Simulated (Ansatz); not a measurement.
Species: MgF2, net charge -1, doublet state. SMILES of the parent species: [F][Mg][F]
Coordinates optimised at B3LYP-D3(BJ)/def2-TZVP (Ansatz, a first-principles code):
```xyz
3

Mg     0.5044     0.1125     0.0396
F     -0.5226     1.1300    -1.0757
F     -0.1500    -1.2800     1.0229
```
Charge -1, spin multiplicity 2.

Task: Give the harmonic wavenumbers at B3LYP-D3(BJ)/def2-TZVP (Ansatz, finite differences of forces, unscaled).

Result: 175, 523, 652 cm⁻¹. Zero-point energy 1.9 kcal/mol.

Task: From these and the geometry, give the ideal-gas thermochemistry at 298.15 K and 1 atm (rigid rotor, harmonic oscillator).

Result: Point group C2v, rotational symmetry number 2. Rotational constants 45.68, 5.14, 4.62 GHz. S(trans) 38.31, S(rot) 21.83, S(vib) 3.35, S(elec, spin only) 1.38, S 64.9 cal/(mol K). H(298) - H(0) 2.96 kcal/mol; G - E(el) -14.4 kcal/mol.
